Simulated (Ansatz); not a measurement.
Ideal-gas functions of CH₅ClOSi (`CO[SiH2]Cl`) at 600 K and 1 bar, from an Ansatz frequency run at PBE0-D4/def2-TZVP.

Molar mass 96.59 g/mol, point group C1 (symmetry number 1), electronic degeneracy 1, moments of inertia 58.585, 189.218, 231.484 u Å². Harmonic wavenumbers (cm⁻¹, unscaled): 83, 93, 188, 297, 538, 639, 740, 794, 900, 952, 1155, 1183, 1218, 1481, 1494, 1499, 2239, 2288, 3026, 3095, 3135.

Use S(trans) = R[1.5 ln M + 2.5 ln T − 1.1517]; rotational temperatures θ = 24.2544 K / I; S(rot) = R[ln(√π/σ · √(T³/θAθBθC)) + 1.5]; for each mode x = 1.438777 ν̃/T, S = R[x/(eˣ − 1) − ln(1 − e⁻ˣ)] and H = RT x/(eˣ − 1); 1 cm⁻¹ = 0.0119627 kJ/mol; R = 8.31446 J/(mol·K).

**Question.** By hand: the entropy, in J/(mol·K).

**Answer.** Translation 180.4. Rotation: θ = 0.414, 0.1282, 0.1048 K, giving 118.6. Vibration, mode by mode: 21.75, 20.81, 15.01, 11.31, 6.75, 5.53, 4.56, 4.11, 3.36, 3.05, 2.08, 1.97, 1.84, 1.11, 1.09, 1.08, 0.25, 0.22, 0.05, 0.04, 0.04, in all 106.0. Electronic 0.0. Sum 405.0 J/(mol·K).

**Question.** By hand: H − E and G − E in kJ/mol, counted from the electronic energy.

**Answer.** Zero-point energy ½ × 27037 × 0.0119627 = 161.7; thermal vibration 31.5; translation, rotation and pV give 4 RT = 20.0. H − E = 213.2 kJ/mol, and G − E = 213.2 − 600 × 405.0/1000 = -29.8 kJ/mol.

Vibration gives 26 % of the entropy, 42.6 J/(mol·K) of it from the modes under 150 cm⁻¹: soft modes count most, and the harmonic formula is weakest for them. The sum counts one conformer and one mirror image; others add a mixing term.
